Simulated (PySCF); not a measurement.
**A series of derivatives of C#CC1[SiH2]C1[SiH2]Cl**

Parent skeleton `[CH:1]#[C:2][CH:3]1[SiH2:4][CH:5]1[SiH2:6][Cl:7]`; one hydrogen on atom 1 is replaced by X. Hydrogens on one atom are averaged.

PySCF 2.14 calculation with coordinates at the GFN2-xTB level and shieldings: GIAO PBE0/pcSseg-1; one conformer, isolated molecule, relativity neglected.

Chemical shifts δ = σref − σ; $^{13}$C, $^{29}$Si, $^{1}$H vs TMS; HCl for $^{35}$Cl, all at this level.

Parent (X = H): C1 71.7, C2 90.7, C3 0.0, Si4 -129.8, C5 8.3, Si6 -16.2, Cl7 -46.3, H(C3) 1.31, H(Si4) 3.02 ppm. Effects are Δδ = δ(X) − δ(H), positive for deshielding.

Known members:
```
   X    C1    C2    C3   Si4    C5   Si6    Cl7  H(C3)  H(Si4)
CHF2  +4.4  +9.1  +0.8  +1.0  -3.1  +1.5  -14.7  +0.65   +0.08
```

Four more derivatives gave (Δδ, ppm):
| compound | C1 | C2 | C3 | Si4 | C5 | Si6 | Cl7 | H(C3) | H(Si4) |
| --- | --- | --- | --- | --- | --- | --- | --- | --- | --- |
| 1 | -1.0 | -6.8 | +1.4 | +1.8 | +0.6 | +0.2 | +1.6 | +0.10 | +0.07 |
| 2 | -0.6 | +3.6 | +0.1 | -0.2 | +0.1 | -0.2 | -0.1 | -0.01 | +0.10 |
| 3 | +14.1 | +22.4 | +2.3 | +5.9 | +2.5 | +0.0 | -24.7 | +0.63 | +0.23 |
| 4 | +14.8 | -4.1 | +2.1 | -2.3 | -5.0 | +1.2 | -14.9 | +0.65 | -0.11 |

Their substituents are C2H5, CH2CN, CHO, ethynyl. Which is which?

## Answers

1: X = ethynyl (C#CC#C[C@@H]1[SiH2][C@H]1[SiH2]Cl); 2: X = CH2CN (N#CCC#C[C@@H]1[SiH2][C@H]1[SiH2]Cl); 3: X = CHO (O=CC#C[C@@H]1[SiH2][C@H]1[SiH2]Cl); 4: X = C2H5 (CCC#C[C@@H]1[SiH2][C@@H]1[SiH2]Cl).
